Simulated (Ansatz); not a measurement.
C3H3N, SMILES C=CC#N.

The structure is a stationary point at B3LYP-D3(BJ)/def2-SVP.

Two levels are set side by side: PBE/def2-SVPD (Ansatz, a first-principles code) and CAM-B3LYP/def2-SVPD (Ansatz). Energy differences of separate SCF runs at the same geometry; the states with an electron removed or added have multiplicity 2 and 2. Differences are taken from unrounded values.

```tsv
quantity	CAM-B3LYP	PBE	PBE minus CAM-B3LYP
vertical ionisation energy (eV)	10.87	10.74	-0.13
vertical singlet–triplet gap (eV)	3.73	3.73	0.00
```

On these quantities the two levels nearly agree.
